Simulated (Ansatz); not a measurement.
GeH₆OSi (`[OH][GeH2][SiH3]`). Total charge 0; spin multiplicity 1. Correlated methods include outer-core shells of Ge, which these sets cover unevenly. Scalar relativity is left out up to krypton.

Z-matrix (Å, degrees):
```
Ge
Si 1 2.389
O 1 1.791 2 109.9
H 1 1.536 2 112.9 3 115.2
H 1 1.546 2 111.3 3 -121.1
H 2 1.488 1 110.2 3 177.8
H 2 1.488 1 109.3 3 58.3
H 2 1.486 1 110.4 3 -61.5
H 3 0.960 1 112.4 2 -65.2
```

Question: Give the diagnostics of a CCSD(T)/def2-TZVPP run (frozen core, Ansatz 0.2.0). (Estimate.)

Answer: The calculation gave: T1 = 0.0122, largest single amplitude 0.021, largest double 0.024, (T) share of the correlation energy 3.3 %, 9 CCSD cycles. The RHF solution is stable towards an unrestricted one. T1 lies under the customary mark of 0.02 for closed shells.
